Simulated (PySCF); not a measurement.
Compound: C6H7P.
Z-matrix (Å and degrees, PBE0-D3(BJ)/def2-SVP geometry), rows numbered from 1:
```
P 
C   1  1.8396
C   2  1.4008  1  120.66
C   3  1.3934  2  120.65  1   175.15
C   4  1.3940  3  120.24  2    -0.36
C   5  1.3939  4  119.58  3    -0.06
C   6  1.3933  5  120.18  4     0.04
H   1  1.4278  2   97.25  3   139.39
H   1  1.4277  2   97.24  3    44.84
H   3  1.0937  2  119.98  1    -5.22
H   4  1.0929  3  119.64  2   179.48
H   5  1.0924  4  120.21  3   179.88
H   6  1.0928  5  120.14  4   179.92
H   7  1.0938  2  119.95  1     5.17
```

All values: CAM-B3LYP/def2-SVPD (PySCF, non-relativistic), on one gas-phase PBE0-D3(BJ)/def2-SVP geometry that isn't relaxed in the solvent. The solvent is an IEF-PCM continuum (van der Waals radii × 1.2), and excitations are vertical TDDFT with non-equilibrium linear response and a frozen core. The model holds no explicit solvent molecules, cavitation or dispersion.

```
run  E − E(gas) (kcal/mol)  HOMO (eV)  HOMO–LUMO gap (eV)  dipole (D)  lowest singlet (eV)  static polarisability (au)
gas                   0.00      -7.89                8.41        0.96                 5.17                        95.4
  P                  -3.34      -7.89                8.45        1.27                 5.19                       138.6
  Q                  -2.27      -7.87                8.44        1.17                 5.18                       124.0
```

Task: The runs were made in chloroform and dimethylsulfoxide. Which run belongs to which solvent?

Result: P = dimethylsulfoxide, Q = chloroform. The dielectric constants are 4.711 (chloroform), 46.83 (dimethylsulfoxide), and the energy falls further as ε rises. The optical constants n² used for the excitations are 2.09, 2.19 in the same order. In this model the ground state sees the solvent through ε alone.

Task: How constant is the ratio of the lowering to (ε − 1)/(2ε + 1)?

Result: 
| solvent | (ε − 1)/(2ε + 1) | E − E(gas) (kcal/mol) | ratio (kcal/mol) | polarisation term (kcal/mol) |
| --- | --- | --- | --- | --- |
| chloroform | 0.356 | -2.27 | -6.4 | -2.52 |
| dimethylsulfoxide | 0.484 | -3.34 | -6.9 | -3.89 |

The ratio changes by +8.1 % in size from chloroform to dimethylsulfoxide. The polarisation term is half the interaction of the solute with the induced surface charges.

On one thread of an Arm Neoverse V2, shared host, this took 32 s of wall time. This is the whole response run at CAM-B3LYP/def2-SVPD in dimethylsulfoxide, SCF included.
